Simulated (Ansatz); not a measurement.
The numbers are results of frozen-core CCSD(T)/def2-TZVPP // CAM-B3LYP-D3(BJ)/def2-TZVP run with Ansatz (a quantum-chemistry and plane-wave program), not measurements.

Ansatz 0.2 input:
```yaml
crystal:
  periodic: [false, false, false]
  atoms:
    - { symbol: B, position_ang: [-0.000828, 0.335364, -0.000001] }
    - { symbol: H, position_ang: [1.074571, -0.165029, -0.000003] }
    - { symbol: H, position_ang: [-1.073743, -0.170335, 0.000004] }
basis:
  gaussian: { orbitals: def2-TZVPP }
correlation:
  method: ccsd_t
magnetization:
  spin_polarized: true
  initial_magnetization: 1
```

Output:

```
Functional definition: HF
338 factors; integrals over basis functions are off by at most 1.1e-3 eV
mean field evaluation 1: about -700.2626 eV, gradient 7.4e0 eV
mean field evaluation 2: about -700.2627 eV, gradient 7.4e0 eV
mean field evaluation 4: about -700.9783 eV, gradient 6.5e-1 eV
mean field evaluation 8: about -700.9878 eV, gradient 2.1e-3 eV
mean field evaluation 16: about -700.2466 eV, gradient 3.9e0 eV
mean field evaluation 32: about -699.6891 eV, gradient 2.6e-3 eV
mean field -700.98778019 eV, -25.7608257754 hartree, gradient 5.0e-6 eV, S^2 0.753788; 3 other end points of the search recorded, 0 dependent functions left out
determinant -700.98778019 eV, -25.7608257754 hartree, with singles and doubles -703.80348334 eV, -25.8643009578 hartree
determinant -699.68907724 eV, -25.7130993222 hartree, with singles and doubles -702.64805090 eV, -25.8218395985 hartree
1 core orbitals not correlated
reference -700.98778019 eV, -25.7608257754 hartree; 3, 2 occupied and 55, 56 virtual orbitals, 338 factors
second order -2.23789531 eV of doubles, -0.00000000 eV of singles
cycle   1  -2.73486974 eV  change   -2.3e-1 eV  update   1.4e-2
cycle   2  -2.73851279 eV  change   -3.6e-3 eV  update   4.2e-3
cycle   3  -2.74100717 eV  change   -2.5e-3 eV  update   1.6e-3
cycle   4  -2.74166046 eV  change   -6.5e-4 eV  update   4.8e-4
cycle   5  -2.74170295 eV  change   -4.2e-5 eV  update   1.5e-4
cycle   6  -2.74171621 eV  change   -1.3e-5 eV  update   5.1e-5
cycle   7  -2.74173102 eV  change   -1.5e-5 eV  update   1.3e-5
cycle   8  -2.74173320 eV  change   -2.2e-6 eV  update   3.7e-6
perturbative correction -0.05239024 eV, -0.0019253060 hartree
Total energy: -703.78190363 eV, -25.8635079179 hartree
```

Cost: around 1.6 core-seconds (rough).
